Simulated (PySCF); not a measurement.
SCF from a fresh guess for singlet WCl₆, at the PBE0 minimum. PySCF input:

```python
from pyscf import gto, scf, dft
mol = gto.M(atom='''
W     -0.000000    -0.000000    -0.000000
Cl    -0.000000    -0.000000     2.299090
Cl     1.625700     1.625700    -0.000000
Cl    -1.625700     1.625700     0.000000
Cl     1.625700    -1.625700    -0.000000
Cl     0.000000     0.000000    -2.299090
Cl    -1.625700    -1.625700     0.000000''',
    basis={'W': 'def2-SVP', 'Cl': 'def2-SVP'},
    ecp={'W': 'def2-SVP'},
    charge=0, spin=0)
mf = dft.RKS(mol, xc='PBE0')
mf.grids.atom_grid = (50, 194)
aux = {'W': 'def2-universal-JKFIT', 'Cl': 'def2-universal-JKFIT'}
mf = mf.density_fit(auxbasis=aux)
mf.conv_tol = 1e-08
mf.diis_space = 10
mf.max_cycle = 60
mf.init_guess = 'minao'
mf.verbose = 4
mf.kernel()
```

Excerpt of the output (cycles and frontier levels):

```
init E= -2814.39834310772
  HOMO = -0.52795145977959  LUMO = -0.362854045223896  gap/eV = 4.49253
cycle= 1 E= -2826.50565254043  delta_E= -12.1  |g|= 0.943  |ddm|= 7.69
  HOMO = -0.323893108172308  LUMO = -0.317481472128753  gap/eV = 0.17447
cycle= 2 E= -2823.57448046631  delta_E= 2.93  |g|= 3.67  |ddm|= 3.59
  HOMO = -0.317325915397722  LUMO = -0.178552916899729  gap/eV = 3.77621
cycle= 3 E= -2826.72928717221  delta_E= -3.15  |g|= 0.174  |ddm|= 2.85
  HOMO = -0.343302319821408  LUMO = -0.203456011109166  gap/eV = 3.80541
cycle= 4 E= -2826.73560036077  delta_E= -0.00631  |g|= 0.0555  |ddm|= 0.252
  HOMO = -0.340502059827886  LUMO = -0.196765094669266  gap/eV = 3.91128
cycle= 5 E= -2826.73635536309  delta_E= -0.000755  |g|= 0.0048  |ddm|= 0.0474
  HOMO = -0.340305062160099  LUMO = -0.196409213719388  gap/eV = 3.91561
cycle= 6 E= -2826.73636108662  delta_E= -5.72e-06  |g|= 0.000646  |ddm|= 0.00755
  HOMO = -0.340344739959979  LUMO = -0.196450420161661  gap/eV = 3.91556
cycle= 7 E= -2826.73636107172  delta_E= 1.49e-08  |g|= 0.000706  |ddm|= 0.00199
  HOMO = -0.340363603019219  LUMO = -0.196441243611669  gap/eV = 3.91633
cycle= 8 E= -2826.73636122948  delta_E= -1.58e-07  |g|= 0.00017  |ddm|= 0.00106
  HOMO = -0.340364832276024  LUMO = -0.196451328054818  gap/eV = 3.91609
cycle= 9 E= -2826.73636123646  delta_E= -6.98e-09  |g|= 3.95e-06  |ddm|= 0.000167
  HOMO = -0.340364424530497  LUMO = -0.196449802582332  gap/eV = 3.91612
Extra cycle  E= -2826.73636123643  delta_E= 3.27e-11  |g|= 1.18e-05  |ddm|= 1.38e-05
converged SCF energy = -2826.73636123643
```

No lower solution of this spin was found by a stability analysis within the restricted form, which does not test spin polarisation.

Stability towards spin polarisation was not tested. Spin–orbit coupling, left out here, can matter for elements this heavy.

The search for the lowest solution, with the stability check, took 15 s on 4 threads of a shared Arm Neoverse V1 host, with 140 basis functions; the process peaked at 0.58 GiB. Launch command: `OMP_NUM_THREADS=4 python axn.py task.json out`.
